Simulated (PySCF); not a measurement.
Method: B3LYP-D3(BJ)/def2-TZVP // M06-2X/def2-TZVP (PySCF). Gas-phase values, no solvent. One relaxed conformer stands for a flexible species; it need not be the lowest. B3LYP has the VWN-RPA correlation part, as in Gaussian. Excitations are Tamm–Dancoff values on a coarser integration grid. The basis has no diffuse functions, so Rydberg states are missing or too high.

Reference species (SMILES): `BC(CC)=C` (neutral, multiplicity 1).

```json
{
 "S1 excitation (TDA)": "5.13 eV",
 "HOMO–LUMO gap": "5.57 eV",
 "LUMO": "-2.13 eV",
 "HOMO": "-7.70 eV"
}
```

After one change: the S1 excitation (TDA) increases by 0.10 eV; the HOMO–LUMO gap falls by 0.10 eV; the LUMO goes up by 0.19 eV; the HOMO increases by 0.29 eV.

Problem. What was changed between the two runs? The new species is one of these.
A. `BCC(=C)C`
B. `BC=C(C)C`
C. `B/C=C\CC`
D. `B/C=C/CC`

Solution. B, `BC=C(C)C`
